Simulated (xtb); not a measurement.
xtb input:

```bash
xtb mol.xyz --gfn 1 --sp --chrg 0 --uhf 0
```
mol.xyz:
```
8

C      1.57016806     0.10935887     0.04354161
Ge    -0.39011896    -0.02717096    -0.01081821
H      2.00580817    -0.84493376     0.33784636
H      1.87463486     0.86943540     0.76232925
H      1.95574568     0.38197652    -0.93833493
H     -0.82450154    -1.10119956    -1.02634043
H     -1.00980504     1.32062393    -0.42668975
H     -0.93908367    -0.41258511     1.37612256
```

Question: Which total energy does the run end on?

Answer: -7.00117 Eh (GFN1-xTB).
